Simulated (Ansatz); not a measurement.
Stepwise reaction of `[Cl][Sn][Cl]` with hydrogen sulfide, as a gas-phase model of exchange steps in deposition or etching. ΔE in kJ/mol.

Program: Ansatz. Geometries: PBE0-D4/def2-TZVP. ΔE: electronic, gas phase. CCSD(T)/CBS is the MP2 limit (def2-TZVPP, def2-QZVPP) plus CCSD(T) − MP2 in def2-TZVPP, frozen cores. This one scheme is used for every species. DFT in def2-TZVPP. B3LYP here is the variant with VWN-RPA as its local correlation; programs differ in this. def2 core potentials past Kr. For Sn outer-core shells are correlated without core-valence functions, which leaves a few kJ/mol of doubt a bond. Each species was taken in one conformer, which may not be the lowest.

| step | reaction | PBE-D4 | B3LYP-D4 | ωB97M-V | CCSD(T)/CBS |
| --- | --- | --- | --- | --- | --- |
| 1 | `[Cl][Sn][Cl]` + H₂S → `[SH][Sn][Cl]` + HCl | 27.5 | 33.2 | 34.2 | 31.1 |
| 2 | `[SH][Sn][Cl]` + H₂S → `[SH][Sn][SH]` + HCl | 29.5 | 34.7 | 35.4 | 31.4 |

(1) By hand: ΔE of the 2 steps together at CCSD(T)/CBS.

Results:

(1) (31.1) + (31.4) = 62.5 kJ/mol, or 31.2 kJ/mol a step.

In ΔE the steps differ by no more than 0.3 kJ/mol. All are uphill at CCSD(T)/CBS. PBE-D4 differs from CCSD(T)/CBS by -3.6 to -1.9 kJ/mol a step. Isolated molecules leave out the surface, adducts and barriers. Largest T1 diagnostic: 0.016.
